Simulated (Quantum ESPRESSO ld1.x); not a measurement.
Q: Species: Bi33+. Configuration: [Kr] 4d10 4f4. All-electron calculation, scalar-relativistic Kohn-Sham, LDA (Slater exchange, VWN5 correlation), spin-polarised, spherical densities, point nucleus; open shells are filled with parallel spins first. Program: ld1.x of Quantum ESPRESSO 7.5. Some entries of the table are withheld. Estimate them.

| orbital | occ. | eigenvalue (eV) | <r> (bohr) | <1/r> (bohr^-1) |
|---|---|---|---|---|
| 1s down | 1 | -91838.9 | 0.01579 | 103.3 |
| 1s up | 1 | -91838.9 | 0.01579 | 103.3 |
| 2s up | 1 | -17504.7 | 0.06650 | 24.26 |
| 2s down | 1 | -17504.4 | 0.06650 | 24.26 |
| 2p up | 3 | -15152.6 | 0.06057 | 21.22 |
| 2p down | 3 | -15152.3 | 0.06057 | 21.22 |
| 3s up | 1 | -5147.44 | 0.1712 | 9.016 |
| 3s down | 1 | -5141.94 | 0.1711 | 9.023 |
| 3p up | 3 | -4474.64 | 0.1731 | 8.137 |
| 3p down | 3 | -4469.03 | 0.1730 | 8.144 |
| 3d up | 5 | -3802.34 | 0.1568 | 7.626 |
| 3d down | 5 | -3797.94 | 0.1566 | 7.633 |
| 4s up | 1 | -2023.38 | 0.3606 | 4.098 |
| 4s down | 1 | -2015.70 | 0.3610 | 4.092 |
| 4p up | 3 | -1789.15 | 0.3786 | 3.733 |
| 4p down | 3 | -1781.88 | 0.3791 | 3.726 |
| 4d up | 5 | -1529.93 | (1) | 3.448 |
| 4d down | 5 | -1522.75 | (2) | 3.440 |
| 4f up | 4 | -1260.93 | 0.3649 | 3.186 |
| 4f down | 0 | -1252.76 | 0.3658 | 3.181 |

A: 
(1) 4d up <r> (bohr): 0.3839
(2) 4d down <r> (bohr): 0.3846
